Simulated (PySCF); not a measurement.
Electron correlation in Re²⁺ (rhenium, charge +2)

[Xe] 4f14 5d4 6s1, high-spin 6D determinant (an excited configuration). Computed with PySCF 2.14 in x2c-TZVPPall (11s7p7d3f1g, 97 functions), with scalar relativity by spin-free X2C-1e. Frozen: [Xe] 4f14; 5 electrons correlated.

MP2 pair energies summed by pair of shells (mhartree):

```tsv
pair	energy	share (%)
5d-5d	-27.99	62.9
5d-6s	-16.50	37.1
```

Total MP2 correlation energy: -44.49 mhartree.

Same-spin part -44.49 and opposite-spin part 0.00 mhartree; SCS-MP2 scales them by 1/3 and 6/5 to -14.83 mhartree.
